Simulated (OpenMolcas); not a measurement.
**Computed transition rates of W4+**

```json
{"Program": "OpenMolcas 26.06", "Method": "SS-CASPT2, IPEA 0.25 Eh, imaginary shift 0.1 Eh (closed shells correlated: 5s 5p)", "Basis": "ANO-RCC-VTZP [8s7p5d3f2g1h]", "Scalar Hamiltonian": "DKH2, point nucleus", "Active space": "2 electrons in 5 orbitals (5d)", "State averaging": "2S+1 = 3 even, 10 roots; 2S+1 = 1 even, 15 roots", "Spin-orbit coupling": "RASSI with atomic mean-field integrals over the reference wave functions, term energies averaged over their components"}
```

Rates come from the transition moments of the reference wave functions (E1 and E2 in the length form). At fixed line strength A goes as λ^-3 for E1 and M1 and as λ^-5 for E2, so a rate at the computed wavelength can be rescaled to the measured one. Measured vacuum wavelengths follow from level energies in the list in J. Phys. B 45, 065001 (2012). Branching counts decays inside the model space alone, at computed energies, and the table is only a selection of the E2 and M1 lines, drawn from those between levels with measured partners whose computed energy lies within a factor of 1.5 of the measured one.

```
         Upper           Lower  Type  λ computed (nm)  λ measured (nm)  A computed (s-1)  A rescaled (s-1)  Branching %
       5d2 1S0         5d2 3P1    M1              367            373.4          7.40e+01                           74.5
       5d2 1S0  5d2 1D2 [60 %]    E2            328.9            340.5          1.78e+01          1.50e+01         17.9
5d2 3P2 [68 %]  5d2 1D2 [60 %]    M1             1065             1127          7.97e+00                           59.9
5d2 1D2 [60 %]         5d2 3F2    M1            709.1            727.7          6.13e+00                           80.0
       5d2 1S0         5d2 3F2    E2            224.7              232          5.01e+00                            5.0
       5d2 1G4         5d2 3F4    M1            866.5            923.7          3.92e+00                           32.3
       5d2 1S0  5d2 3P2 [68 %]    E2            475.9            487.9          2.55e+00                            2.6
5d2 3P2 [68 %]         5d2 3P1    M1             1604             1591          2.24e+00          2.30e+00         16.9
       5d2 3P1         5d2 3P0    M1             2719             2864          8.38e-01          7.17e-01         44.0
       5d2 3P1         5d2 3F2    M1            579.4            612.3          6.01e-01                           31.5
       5d2 3P0         5d2 3F2    E2            736.4            778.9          3.03e-01          2.29e-01        100.0
       5d2 3P1  5d2 1D2 [60 %]    M1             3169             3862          2.21e-01                           11.6
       5d2 3P1         5d2 3F2    E2            579.4            612.3          1.93e-01          1.46e-01         10.1
5d2 3P2 [68 %]         5d2 3F2    M1            425.6            442.2          1.77e-01                            1.3
       5d2 1G4         5d2 3F2    E2            427.3            447.5          6.78e-02                            0.6
```

Spin-changing lines and M1 lines between different terms are not rescaled, since their strength hangs on the term gaps too.

The largest correction is for 5d2 3P0 → 5d2 3F2 (E2): 3.03e-01 × (736.4 / 778.9)^5 = 2.29e-01 s-1, a factor of 0.76.

The computed rate and branching of 5d2 3P0 → 5d2 3F2 give the upper level a radiative lifetime of 1.000 / 3.03e-01 s-1 = 3.30e+00 s, counting decays inside the model space alone. The rescaled rate gives about 4.4e+00 s.

These are rates of the free ion; in crystals, glasses and complexes forced electric-dipole and non-radiative decay shorten such lifetimes by orders of magnitude. No measured rate stands beside these. Rescaling mends the energy factor alone: line strengths can still be far off where a level mixes with configurations outside the active space, and weak or spin-changing lines hang on small mixing coefficients that depend on the term gaps too, so rescaling need not improve them.

Term energies are means over components that CASPT2 splits; among the terms shown or strongly mixed into the levels shown the widest spread is 520 cm-1 (5d2 1G). Computed and measured levels are paired by configuration, term and J; levels that our copy of the source lacks, or whose pairing is in doubt (as where it misses far off the trend of its configuration), stay unpaired. Only configurations of the active space appear.

A share in square brackets marks a mixed level and gives the weight of the term that names it.
